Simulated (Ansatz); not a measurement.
Consider the redistribution: `N[SiH2]BF` + `F[SiH]([SiH3])[SiH2]Cl` → `N[SiH2][SiH](F)[SiH3]` + `FB[SiH2]Cl`.

Calculated with Ansatz (gas phase, PBE0-D4/def2-TZVP geometries, no zero-point term in ΔE). CCSD(T)/CBS adds triple-zeta CCSD(T) − MP2 to the extrapolated MP2 energy (def2 sets, frozen cores). DFT in def2-TZVPP. B3LYP here is the variant with VWN-RPA as its local correlation; programs differ in this. Each species was taken in one conformer, which may not be the lowest.

(1) Is it downhill or uphill in electronic energy at CCSD(T)/CBS, and by how much? (Best estimate.)

(2) What do these levels give: PBE-D4, r2SCAN-D4, PBE0-D4, B3LYP-D4, ωB97X-V, ωB97M-V, B2PLYP, PBE, PBE0, SCS-MP2/def2-TZVPP, MP2/def2-QZVPP, SCS-MP2/def2-QZVPP? (Best estimate.)

Largest T1 diagnostic among the species: 0.013.

Results:

(1) The calculation gave: Nearly level: ΔE = +0.4 kcal/mol.

(2) The calculation gave: PBE-D4 -0.4, r2SCAN-D4 -0.3, PBE0-D4 0.0, B3LYP-D4 0.2, ωB97X-V 0.3, ωB97M-V 0.3, B2PLYP 0.0, PBE -0.6, PBE0 -0.3, SCS-MP2/def2-TZVPP 0.4, MP2/def2-QZVPP 0.5, SCS-MP2/def2-QZVPP 0.4 kcal/mol.
